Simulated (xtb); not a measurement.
C₅H₄F₂, SMILES FC1(F)C=CC=C1. All values are semi-empirical tight-binding results from xtb (GFN2-xTB unless named), good for trends rather than for accurate numbers. Geometry: GFN2-xTB. Other conformers were not sampled.

Optimised geometry:

Bond lengths (Å): F1–C2 1.363, C2–F3 1.363, C2–C4 1.516, C2–C7 1.516, C4–C5 1.331, C4–H8 1.072, C5–C6 1.468, C5–H9 1.074, C6–C7 1.331, C6–H10 1.074, C7–H11 1.072. Angles (°): F1–C2–F3 105.0, F1–C2–C4 112.2, F1–C2–C7 112.2, F3–C2–C4 112.2, F3–C2–C7 112.2, C4–C2–C7 103.2, C2–C4–C5 108.4, C2–C4–H8 121.9, C5–C4–H8 129.7, C4–C5–C6 109.9, C4–C5–H9 126.8, C6–C5–H9 123.3, C5–C6–C7 109.9, C5–C6–H10 123.3, C7–C6–H10 126.8, C2–C7–C6 108.4, C2–C7–H11 121.9, C6–C7–H11 129.7.
Charge 0, spin multiplicity 1.

- point group as xtb finds it = C2v
- orbital gap = 3.33 eV
- dipole moment = 3.25 D
- zero-point energy = 46.8 kcal/mol
- G − E(el) at 298.15 K (modified RRHO) = 28.6 kcal/mol
- static polarisability (D4 model) = 58.2 bohr³
- solvation energy, GFN2-xTB/ALPB(water) = -3.1 kcal/mol
- solvation energy, GFN2-xTB/ALPB(octanol) = -4.8 kcal/mol

Computed IR lines (harmonic; lines under 4 % of the strongest left out, lines within 3 cm⁻¹ merged):
ν (cm⁻¹): 397 (w), 441 (w), 780 (w), 1021 (vs), 1128 (w), 1189 (m), 1298 (w), 3140 (w), 3147 (w) (against the strongest line: vs over 80 %, s over 45 %, m over 15 %, w over 4 %, vw less)

Computed atomic charges and the Wiberg bond orders between heavy atoms:
charges (e) F1 -0.22, C2 0.33, F3 -0.22, C4 -0.06, C5 -0.02, C6 -0.02, C7 -0.06, H8 0.07, H9 0.06, H10 0.06, H11 0.07. Bond orders F1–C2 0.93, C2–F3 0.93, C2–C4 0.96, C4–C5 1.88, C5–C6 1.08, C2–C7 0.96, C6–C7 1.88.
